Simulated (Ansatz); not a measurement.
Calculated with Ansatz (gas phase, PBE0-D4/def2-TZVP geometries, no zero-point term in ΔE). CBS: MP2 limit from def2 TZ/QZ plus the TZ coupled-cluster correction, frozen cores. Functionals use def2-TZVPP. def2 core potentials past Kr. For Sn outer-core shells are correlated without core-valence functions, which leaves a few kJ/mol of doubt a bond. One conformer a species, not always the lowest.

Reaction (ligand exchange at the Si–S bond): `CSS[SiH3]` + `[NH2][Sn][OH]` → `[NH2][Sn][O][SiH3]` + `CSS`

```csv
level,ΔE (kJ/mol)
BLYP-D4,-49.9
ωB97X-V,-52.5
ωB97M-V,-51.4
PBE,-37.5
revPBE,-37.1
r2SCAN,-48.4
MP2/def2-SVP,-55.8
HF/CBS(def2),-77.2
```

What does CCSD(T)/CBS give? (Best estimate.)

Ansatz gave: -51.5 kJ/mol. The listed levels differ from it by 1.6, -1.0, 0.1, 14.0, 14.4, 3.1, -4.3, -25.7 kJ/mol.

Largest T1 diagnostic among the species: 0.017.

In def2-TZVPP, CCSD(T) changes the Hartree–Fock value by +20.1 kJ/mol (the triples alone add +3.9 kJ/mol) and MP2 by +23.5 kJ/mol. From PBE to PBE0 (25 % exact exchange), in def2-TZVPP and without D4, ΔE moves by −5.8 kJ/mol.
